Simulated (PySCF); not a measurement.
Isomers of C5H9BO2, one conformer each; single-point electronic energies without zero-point terms and without any empirical dispersion term.

Computed with PySCF at PBE0/pcSseg-1, non-relativistic, each on one gas-phase PBE0-D3(BJ)/def2-SVP geometry that isn't relaxed in the solvent. The solvent is an IEF-PCM continuum (cavity from Bondi-type radii × 1.2). Specific hydrogen bonds and non-electrostatic terms are outside this model.

```json
{"isomer": "`C=CC/C=C\\B(O)O`", "relative energy, gas (kJ/mol)": "0.0", "dipole (D)": "1.24"}
{"isomer": "`C=C[C@H]1CCOBO1`", "relative energy, gas (kJ/mol)": "28.2", "dipole (D)": "3.21"}
{"isomer": "`C#C[C@@H](CC)B(O)O`", "relative energy, gas (kJ/mol)": "48.7", "dipole (D)": "0.59"}
{"isomer": "`C#CB(O)OCCC`", "relative energy, gas (kJ/mol)": "71.3", "dipole (D)": "2.01"}
```

Task: How do the relative energies look in benzene (ε = 2.271)?

Result: 
| isomer | relative energy, solvent (kJ/mol) | E(solvent) − E(gas) (kJ/mol) | dipole in solvent (D) |
| --- | --- | --- | --- |
| `C=CC/C=C\B(O)O` | 0.0 | -13.7 | 1.41 |
| `C=C[C@H]1CCOBO1` | 31.8 | -10.1 | 3.59 |
| `C#C[C@@H](CC)B(O)O` | 50.0 | -12.4 | 0.64 |
| `C#CB(O)OCCC` | 72.5 | -12.5 | 2.21 |

The order is unchanged. Conformers: `[CH2:1]=[CH:2][CH2:3]/[CH:4]=[CH:5]\[B:6]([OH:7])[OH:8]` with C1–C2–C3–C4 118°, C2–C3–C4–C5 -119°, C5–B6–O7–H 179°, C5–B6–O8–H 0°; `[CH2:1]=[CH:2][C@H:3]1[CH2:4][CH2:5][O:6][BH:7][O:8]1` with C1–C2–C3–C4 112°, C2–C3–C4–C5 70°, C3–C4–C5–O6 51°, C4–C5–O6–B7 -24°, C5–O6–B7–O8 -2°; `[CH:1]#[C:2][C@@H:3]([CH2:4][CH3:5])[B:6]([OH:7])[OH:8]` with C2–C3–C4–C5 -168°, C2–C3–B6–O7 -10°, C3–B6–O7–H 2°, C3–B6–O8–H 179°; `[CH:1]#[C:2][B:3]([OH:4])[O:5][CH2:6][CH2:7][CH3:8]` with C2–B3–O4–H 180°, C2–B3–O5–C6 4°, B3–O5–C6–C7 89°, O5–C6–C7–C8 177°. `C=CC/C=C\B(O)O` gains most from the continuum, while `C=C[C@H]1CCOBO1` has the largest gas-phase dipole. The gains span 3.6 kJ/mol, the gas-phase energies 71.3 kJ/mol.
